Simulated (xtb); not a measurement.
Input for xtb: GFN2-xTB on CH8GeSi (SMILES C[SiH2][GeH3]), a point of a torsion scan.

```
$ xtb mol.xyz --gfn 2 --sp --chrg 0 --uhf 0
11

C     -1.59950663     0.67149012    -0.12636408
Si    -0.43553888    -0.80891235     0.10807628
Ge     1.78568539    -0.08192917    -0.00985382
H     -2.64199252     0.37218016    -0.07700765
H     -1.43407035     1.42270842     0.64184106
H     -1.43636260     1.14653663    -1.09052328
H     -0.69485098    -1.43390561     1.41044435
H     -0.69785172    -1.80725525    -0.93533175
H      2.33503533     0.55060667     1.23620444
H      2.79803623    -1.14736335    -0.31183016
H      2.07615810     0.95616889    -1.05593227
```

The head of its log:

```
[...]
           -------------------------------------------------
          |                Calculation Setup                |
           -------------------------------------------------



           -------------------------------------------------
          |                 G F N 2 - x T B                 |
           -------------------------------------------------

        Reference                      10.1021/acs.jctc.8b01176
      * Hamiltonian:
        H0-scaling (s, p, d)           1.850000    2.230000    2.230000
        zeta-weighting                 0.500000
      * Dispersion:
        s8                             2.700000
        a1                             0.520000
        a2                             5.000000
        s9                             5.000000
      * Repulsion:
        kExp                           1.500000    1.000000
        rExp                           1.000000
      * Coulomb:
        alpha                          2.000000
        third order                    shell-resolved
        anisotropic                    true
        a3                             3.000000
        a5                             4.000000
        cn-shift                       1.200000
        cn-exp                         4.000000
        max-rad                        5.000000


          ...................................................
          :                      SETUP                      :
          :.................................................:
          :  # basis functions                  32          :
          :  # atomic orbitals                  30          :
          :  # shells                           16          :
          :  # electrons                        20          :
          :  max. iterations                   250          :
          :  Hamiltonian                  GFN2-xTB          :
          :  restarted?                      false          :
          :  GBSA solvation                  false          :
          :  PC potential                    false          :
          :  electronic temp.          300.0000000     K    :
          :  accuracy                    1.0000000          :
          :  -> integral cutoff          0.2500000E+02      :
          :  -> integral neglect         0.1000000E-07      :
          :  -> SCF convergence          0.1000000E-05 Eh   :
          :  -> wf. convergence          0.1000000E-03 e    :
          :  Broyden damping             0.4000000          :
          :  net charge                          0          :
          :  unpaired electrons                  0          :
          ...................................................

 iter      E             dE          RMSdq      gap      omega  full diag
   1     -9.8289240 -0.982892E+01  0.730E+00    5.78       0.0  T
   2     -9.9191062 -0.901822E-01  0.485E+00    4.73       1.0  T
```

Task: Predict the final total energy.

Result: -9.8629 hartree.
